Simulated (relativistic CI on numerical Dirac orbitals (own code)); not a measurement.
Nb+: L2,3 absorption edge

Computed with this model: Dirac-Coulomb-Breit CI, orbitals from a KLI potential per configuration, a model potential for QED, multiplet model of core-to-valence dipole absorption, unscaled Slater integrals; configurations [Kr] 4d4 → [He] 2s2 2p5 3s2 3p6 3d10 4s2 4p6 4d5; 80 K; Lorentzian 1.6 eV and Gaussian 0.5 eV FWHM. Energies are those of the free ion, without screening or charge transfer. The branching ratio is the share of the lower-energy edge in the whole absorption, uncertain by about 0.02 where the edges overlap. S is read from ⟨S²⟩ = S(S + 1).

Field parameters in Wybourne normalisation: D3d B²₀ = −7Dσ, B⁴₀ = −14Dq − 21Dτ, B⁴₃ = −14√(10/7) Dq. The field is a parameter set, without covalency.

free ion: ground-state S = 2.00, centroid 2392.05 eV, branching ratio 0.776. Peaks (eV, height): 2368.8 (47), 2370.8 (100), 2465.8 (34).

D3d, 10Dq = 14150, Dσ = -1200, Dτ = 190 cm⁻¹: ground-state S = 1.18, centroid 2392.60 eV, branching ratio 0.770. Peaks (eV, height): 2370.8 (100), 2464.8 (30).

D3d, 10Dq = 14150, Dσ = 510, Dτ = 190 cm⁻¹: ground-state S = 1.07, centroid 2397.28 eV, branching ratio 0.721. Peaks (eV, height): 2370.8 (100), 2464.8 (39).

The statistical ratio of this edge is 2/3 = 0.667. Values above it arise where the holes sit mainly in the j = l + 1/2 valence subshell or the ground state has high spin; values below it where core-valence Coulomb terms move weight to the upper edge, as in nearly empty shells. At deep edges of heavy elements the radial integrals of the two core levels differ, which raises the baseline.

Strongest unbroadened transitions for D3d, 10Dq = 14150, Dσ = 510, Dτ = 190 cm⁻¹:

```csv
Energy (eV),Relative strength
2369.66,28.8
2369.69,44.9
2370.30,40.6
2370.40,61.2
2370.45,33.5
2370.51,26.6
2370.67,44.7
2370.70,81.7
2370.71,58.6
2370.73,51.4
2370.79,38.5
2371.28,100.0
2371.33,46.3
2464.24,59.9
2464.40,25.6
2464.68,43.3
2464.80,42.5
2465.75,36.7
```
